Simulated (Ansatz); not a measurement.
P7⁺. Charge 1, multiplicity 1. Geometry PBE-D4/def2-SVP, basis def2-TZVP, Ansatz.

Cartesian coordinates in Å:
```
P 1.3877 1.0671 0.5062
P 1.5084 -1.0503 -0.2907
P -0.2866 -0.7559 -1.7299
P -1.1123 1.1364 0.8901
P 0.2151 -0.9102 1.5641
P -1.5806 -0.9647 0.1837
P -0.1317 1.4776 -1.1235
```

| run | HOMO (eV) | LUMO (eV) |
| --- | --- | --- |
| A | -11.41 | -8.24 |
| B | -12.17 | -7.53 |
| C | -11.17 | -8.29 |
| D | -14.20 | -5.52 |

Another isomer (singlet) lies 0.40 eV lower at PBE0-D4/def2-TZVP; other spin states weren't run for this one.

The runs used PBE, PBE0, r2SCAN, ωB97X-V. Estimate which is which.

A r2SCAN (0 % exact exchange); B PBE0 (25 % exact exchange); C PBE (0 % exact exchange); D ωB97X-V (range-separated). Exact exchange lowers occupied and raises empty levels; among semilocal functionals meta-GGAs tend to open the gap a little, and such runs are hard to tell apart. The gap grows from 2.88 eV (PBE) to 8.68 eV (ωB97X-V).
